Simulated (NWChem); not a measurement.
C$_{4}$H$_{5}$N; SMILES C/N=C/C#C

Computed with NWChem. Pople sets run with spherical d functions. Coordinates come from a PBE0/def2-SVP optimisation. Level SCAN/6-31G*: energy and gradient on several grids; changes count from the extra-fine grid, which is no exact limit either.

```tsv
grid	size of the energy change (μHa)	largest change of a gradient component (μHa/bohr)	time, medium = 1 (rough)
xcoarse	2000	9000	about 1
coarse	7000	5000	about 1
medium	8000	2000	about 1
fine	500	1000	about 1
xfine	< 10	< 30	3
```
